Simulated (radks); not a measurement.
Problem. Excited configurations of Sc: one electron is placed in a higher orbital outside [Ar] 3d1 4s1. The ground configuration is [Ar] 3d1 4s2. Method: scalar-relativistic Kohn-Sham, SCAN, spin-polarised, spherical densities, finite nucleus; open shells are filled with parallel spins first; meta-GGA in the generalised Kohn-Sham scheme; Fermi nuclear charge, rms radius 3.5459 fm; computed with a radial shooting solver on a logarithmic mesh with Libxc functionals. Excitation = E - E(ground); binding = E(ion) - E, where the ion is the core of charge +1; n* = 1/sqrt(2 binding) in atomic units, and the quantum defect is n - n*.

outer orbital  excitation (eV)  binding (eV)     n*  quantum defect  eigenvalue (eV)  <r> (bohr)
4d                       4.623         1.579  2.936           1.064           -0.708       10.01
4f                       5.315         0.886  3.918           0.082           -0.422       17.71
5p                       4.456         1.746  2.792           2.208           -1.051       11.58
5d                       5.249         0.953  3.778           1.222           -0.544       19.34
6d                       5.569         0.633  4.637           1.363           -0.386       32.17
6f                       5.762         0.440  5.560           0.440           -0.272       45.53
7f                       5.872         0.330  6.424           0.576           -0.212       63.91

Estimate the row for 6p.

Solution. excitation (eV) 5.212; binding (eV) 0.990; n* 3.708; quantum defect 2.292; eigenvalue (eV) -0.619; <r> (bohr) 21.39. The Delta-SCF ionisation energy is 6.202 eV (NIST Atomic Spectra Database: 6.561 eV, measured). Self-interaction in the functional shifts the binding energies and quantum defects, so they are the method's values and not measured ones. Open shells are spherical and high-spin; term and fine-structure splittings are not resolved.
